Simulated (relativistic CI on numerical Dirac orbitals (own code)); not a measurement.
**Xe26+: q coefficients and field-shift factors**

Method of calculation: Dirac-Coulomb-Breit CI, separate exchange-only KLI orbitals for each configuration, derivatives by finite differences, unscaled Slater integrals, QED left out (own radial code, finite nucleus).

Configurations in the expansion (outside the closed core [Ne] 3s2): 3p6 3d10, 3p6 3d9 4s, 3p6 3d9 4p, 3p6 3d9 4d, 3p6 3d9 4f, 3p5 3d10 4s, 3p6 3d8 4s2, 3p5 3d10 4p. Levels of other configurations are missing.

With x = (α/α₀)² − 1 an excitation energy changes as ω = ω₀ + qx; K = 2q/ω₀ is the relative enhancement. Terms are leading LS components, so labels can repeat. The field-shift factor is F = δν/δ⟨r²⟩ for the transition from the lowest level.

Lowest level 3p6 3d10 1S_0.

| Level | ω₀ (cm⁻¹) | q (cm⁻¹) | F (GHz/fm²) |
| --- | --- | --- | --- |
| 3p6 3d9 4s 3D_3 | 4754952 | -317100 | 252 |
| 3p6 3d9 4s 1D_2 | 4764038 | -315900 | 252 |
| 3p6 3d9 4s 3D_1 | 4863368 | -208900 | 253 |
| 3p6 3d9 4s 3D_2 | 4870194 | -209200 | 253 |
| 3p6 3d9 4p 3P°_2 | 5183372 | -279300 | 29.1 |
| 3p6 3d9 4p 3F°_3 | 5192446 | -282300 | 28.7 |
| 3p6 3d9 4p 3F°_2 | 5294527 | -173400 | 29.6 |
| 3p6 3d9 4p 3D°_1 | 5306564 | -165000 | 29.3 |
| 3p6 3d9 4p 3F°_4 | 5335617 | -114600 | 23 |
| 3p6 3d9 4p 1D°_2 | 5347197 | -118500 | 23.6 |
| 3p6 3d9 4p 1P°_1 | 5352030 | -118300 | 24.3 |
| 3p6 3d9 4p 3D°_3 | 5360268 | -114200 | 23.1 |
| 3p6 3d9 4p 3P°_0 | 5425124 | -5487 | 24.6 |
| 3p6 3d9 4p 3F°_3 | 5451461 | -6876 | 24.1 |
| 3p6 3d9 4p 3D°_1 | 5452141 | -10690 | 24.3 |
| 3p6 3d9 4p 3D°_2 | 5464791 | -7378 | 24.2 |
| 3p6 3d9 4d 3S_1 | 5998615 | -92730 | 25.2 |
| 3p6 3d9 4d 3G_4 | 6029101 | -101000 | 25.1 |
| 3p6 3d9 4d 3D_2 | 6033365 | -98790 | 25.2 |
| 3p6 3d9 4d 3F_3 | 6045044 | -98990 | 25.2 |
| 3p6 3d9 4d 1P_1 | 6048182 | -74790 | 25.4 |
| 3p6 3d9 4d 3G_5 | 6052907 | -70770 | 25.4 |
| 3p6 3d9 4d 3D_3 | 6070774 | -70310 | 25.5 |

At this charge energies of transitions that change n are usually good to better than 1 %, and those within a shell (Δn = 0) to a few per cent.

Problem. Which transition from the lowest level has the largest |K|?

Solution. 3p6 3d9 4s 3D_3 at 4754952 cm⁻¹, K = -0.133.
